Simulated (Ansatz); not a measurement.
Job for Ansatz (an electronic-structure program): SC-NEVPT2 on CASSCF(2,2)/cc-pVDZ on C2H6Ge (SMILES C=[CH][GeH3]), a point of a bond scan (R = 2.934 Å).

Ansatz 0.2 input:
```yaml
crystal:
  periodic: [false, false, false]
  atoms:
    - {symbol: Ge, position_ang: [0.66752956, -0.22973901, -0.11387387]}
    - {symbol: C, position_ang: [-1.03513912, 0.71643893, -0.15287768]}
    - {symbol: C, position_ang: [-2.06173156, 0.40467758, 0.63060035]}
    - {symbol: H, position_ang: [0.97400304, -0.84732256, -1.49145306]}
    - {symbol: H, position_ang: [0.58654611, -1.34383479, 0.94450911]}
    - {symbol: H, position_ang: [1.81429749, 0.73616834, 0.23968824]}
    - {symbol: H, position_ang: [-1.32181173, 2.93864107, -2.04639586]}
    - {symbol: H, position_ang: [-3.00082567, 0.94726023, 0.59013045]}
    - {symbol: H, position_ang: [-2.01242865, -0.40679883, 1.34893372]}
basis:
  gaussian:
    orbitals: cc-pVDZ
    pivot_positions_ang: [[0.66752956, -0.22973901, -0.11387387], [-1.03513912, 0.71643893, -0.15287768], [-2.06173156, 0.40467758, 0.63060035], [0.97400304, -0.84732256, -1.49145306], [0.58654611, -1.34383479, 0.94450911], [1.81429749, 0.73616834, 0.23968824], [-1.32181173, 2.93864107, -2.04639586], [-3.00082567, 0.94726023, 0.59013045], [-2.01242865, -0.40679883, 1.34893372]]
magnetization: {spin_polarized: false}
correlation: {method: sc_nevpt2, electrons: outside_noble_gas, active_space: {window: {electrons: 2, orbitals: 2}}}
output: {orbitals: {seedname: ./end}}
```

Output:

```
WARN ansatz: RAYON_NUM_THREADS=1 ignored (pool sized by the plan → 1); use --threads N
Functional definition: HF
integrals: 0.03 GiB planned
964 factors; integrals over basis functions are off by at most 4.8e-4 eV
mean field: 0.24 GiB planned
mean field evaluation 1: about -58618.4886 eV, gradient 2.2e1 eV
mean field evaluation 2: about -58618.5838 eV, gradient 2.2e1 eV
mean field evaluation 4: about -58620.5636 eV, gradient 5.1e0 eV
mean field evaluation 8: about -58620.7032 eV, gradient 5.9e-1 eV
mean field evaluation 16: about -58617.6069 eV, gradient 2.8e0 eV
mean field -58620.70690660 eV, -2154.2712442752 hartree, gradient 1.0e-5 eV, S^2 0.000000; 2 other end points of the search recorded, 0 dependent functions left out; unrestricted orbitals would lower it
reference -58620.70690660 eV, -2154.2712442752 hartree; 25, 25 occupied and 60, 60 virtual orbitals, 964 factors
configuration interaction: 0.16 GiB planned
configuration interaction: 0.00 GiB planned
state -58623.92810456 eV, -2154.3896211168 hartree
state -58623.92810456 eV, -2154.3896211168 hartree; corrected -58633.25174501 eV, -2154.7322585835 hartree
Total energy: -58633.25174501 eV, -2154.7322585835 hartree
```

The calculation finished and met its thresholds.

Cost: very roughly 5 core-seconds.
